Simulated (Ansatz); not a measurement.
Cartesian coordinates (Å):
SMILES: [C]#CC
```xyz
6

C      2.1727    -0.0567     0.1009
C      0.9512     0.0431    -0.1394
C     -0.4932     0.0133    -0.0250
H     -0.9352    -0.6678    -0.7554
H     -0.7745    -0.3420     0.9716
H     -0.9209     1.0101    -0.1526
```
Charge 0, spin multiplicity 2.

The numbers are results of frozen-core CCSD(T)/cc-pVTZ // B3LYP-D3(BJ)/def2-TZVP run with Ansatz (a program for electronic structure), not measurements.

```json
{
  "HF energy": "-115.21917 Ha",
  "MP2 correlation energy": "-0.44344 Ha"
}
```

**Question.** Estimate the CCSD correlation energy, the (T) correction, the total energy and the T1 diagnostic.

**Answer.** 
| Item | Result |
|---|---|
| CCSD correlation energy | -0.47179 Ha |
| (T) correction | -0.02415 Ha |
| CCSD(T) total energy | -115.71510 Ha |
| T1 diagnostic | 0.035 |
